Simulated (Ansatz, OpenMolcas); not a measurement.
**CH4BFOSi (SMILES O=CB[SiH2]F): the vertical ionisation energy, rung by rung**

The species is CH4BFOSi (9 atoms), meant as a singlet with charge 0. As SMILES, `O=CB[SiH2]F`. The coordinates come from a PBE0-D4/def2-TZVP relaxation. This is one conformer, not always the lowest.

Quantity: the vertical ionisation energy (to the doublet cation), in eV. The values are calculated.

```json
{"level": "BLYP/def2-SVP", "kind": "GGA", "program": "Ansatz", "value (eV)": "9.78", "less CCSD(T)/def2-SVP": "-0.60"}
{"level": "PBE/def2-SVP", "kind": "GGA", "program": "Ansatz", "value (eV)": "9.92", "less CCSD(T)/def2-SVP": "-0.46"}
{"level": "M06-2X/def2-SVP", "kind": "hybrid meta-GGA", "program": "OpenMolcas", "value (eV)": "10.50", "less CCSD(T)/def2-SVP": "+0.12"}
{"level": "B2PLYP/def2-SVP", "kind": "double hybrid", "program": "Ansatz", "value (eV)": "10.48", "less CCSD(T)/def2-SVP": "+0.10"}
{"level": "RPA@PBE0/def2-SVP", "kind": "RPA", "program": "Ansatz", "value (eV)": "10.35", "less CCSD(T)/def2-SVP": "-0.03"}
{"level": "BCCD(T)/def2-SVP", "kind": "coupled cluster or CI", "program": "Ansatz", "value (eV)": "10.35", "less CCSD(T)/def2-SVP": "-0.03"}
{"level": "CCSD(T)/def2-SVP", "kind": "coupled cluster or CI", "program": "Ansatz", "value (eV)": "10.38", "less CCSD(T)/def2-SVP": "0.00"}
{"level": "CCSD/def2-SVP", "kind": "coupled cluster or CI", "program": "Ansatz", "value (eV)": "10.36", "less CCSD(T)/def2-SVP": "-0.02"}
```

Differences are taken from CCSD(T)/def2-SVP for orientation; it has basis-set and higher-order errors of its own. Its T1 diagnostic reaches 0.045, a sign that one reference may not serve. The values span 9.78 to 10.50 eV.
